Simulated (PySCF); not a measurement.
# Working out the ionisation energy of Sn

Sn [Kr] 4d10 5s2 5p2 (3P) → Sn⁺ [Kr] 4d10 5s2 5p1 (2P). All numbers are calculated (PySCF 2.14, scalar relativity through the core potential, in cc-pVTZ-PP with ECP28MDF (5s4p3d1f, 39 functions)). Frozen: 4s2 4p6 4d10. Energies in hartree (1 hartree = 27.21139 eV):

| part | Sn (lower) | Sn⁺ (upper) |
| --- | --- | --- |
| UHF | -213.340244 | -213.088256 |
| CCSD correlation | -0.056113 | -0.044054 |
| (T) | -0.001563 | -0.000664 |

Question: What does Hartree-Fock give?

Answer: (-213.088256) − (-213.340244) = 0.251988 hartree = 6.857 eV.

Question: What do CCSD and CCSD(T) give?

Answer: The CCSD correlation energies differ by 0.012059 hartree = 0.328 eV and the triples by 0.000899 hartree = 0.024 eV, so CCSD gives 7.185 eV and CCSD(T) 7.209 eV.

Measured between the centres of the two terms (NIST): 7.389 eV, so CCSD(T) (valence) is off by -0.180 eV.

What remains against the reference includes basis incompleteness, the frozen core and higher excitations.
